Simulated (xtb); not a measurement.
xtb input (GFN-FF):

```bash
xtb mol.xyz --gfnff --opt tight --chrg 0 --uhf 0
```
mol.xyz:
```
4

Zr     0.03250275    -0.07029494    -0.15570590
O     -1.36755134    -1.07308822     0.15021540
F     -0.45315438     1.79110751    -0.44991661
F      1.52429891    -0.52482938     1.00841802
```

End of the output:

```
         :::::::::::::::::::::::::::::::::::::::::::::::::::::
         ::                     SUMMARY                     ::
         :::::::::::::::::::::::::::::::::::::::::::::::::::::
         :: total energy              -0.697530308230 Eh    ::
         :: gradient norm              0.000208642614 Eh/a0 ::
         ::.................................................::
         :: bond energy               -0.468910882352 Eh    ::
         :: angle energy               0.000025089705 Eh    ::
         :: torsion energy             0.000000000000 Eh    ::
         :: repulsion energy           0.007668826715 Eh    ::
         :: electrostat energy        -0.235298983333 Eh    ::
         :: dispersion energy         -0.001014358965 Eh    ::
         :: HB energy                  0.000000000000 Eh    ::
         :: XB energy                  0.000000000000 Eh    ::
         :: bonded atm energy          0.000000000000 Eh    ::
         :: external energy            0.000000000000 Eh    ::
         :: add. restraining           0.000000000000 Eh    ::
         :: total charge               0.000000000000 e     ::
         :::::::::::::::::::::::::::::::::::::::::::::::::::::

           -------------------------------------------------
          |                Property Printout                |
           -------------------------------------------------

molecular dipole:
                 x           y           z       tot (Debye)
 q only:        0.288       0.258       0.019       0.983
           -------------------------------------------------
          |                Geometry Summary                 |
           -------------------------------------------------

      molecular mass/u    :      145.2198528
   center of mass at/Å    :       -0.0520160       0.0429146       0.1386834
  moments of inertia/u·Å² :        0.8859169E+02   0.1016849E+03   0.1902764E+03
rotational constants/cm⁻¹ :        0.1902846E+00   0.1657830E+00   0.8859550E-01

 * 3 selected distances

     #   Z          #   Z                                           value/Å
     1  40 Zr       2   8 O                                       1.8086946 (min)
     1  40 Zr       3   9 F                                       1.9086847 (max)
     1  40 Zr       4   9 F                                       1.9086847

 * 2 distinct bonds (by element types)

   Z      Z             #   av. dist./Å        max./Å        min./Å
   8 O   40 Zr          1     1.8086946     1.8086946     1.8086946
   9 F   40 Zr          2     1.9086847     1.9086847     1.9086847

optimized geometry written to: xtbopt.xyz

           -------------------------------------------------
          | TOTAL ENERGY               -0.697530308230 Eh   |
          | GRADIENT NORM               0.000208642614 Eh/α |
           -------------------------------------------------
########################################################################
[WARNING] Runtime exception occurred
-1- gfnff_setup: Could not read topology file.
########################################################################

------------------------------------------------------------------------
------------------------------------------------------------------------
 total:
Note: The following floating-point exceptions are signalling: IEEE_UNDERFLOW_FLAG IEEE_DENORMAL
normal termination of xtb
 SCF:
 ANC optimizer:
```
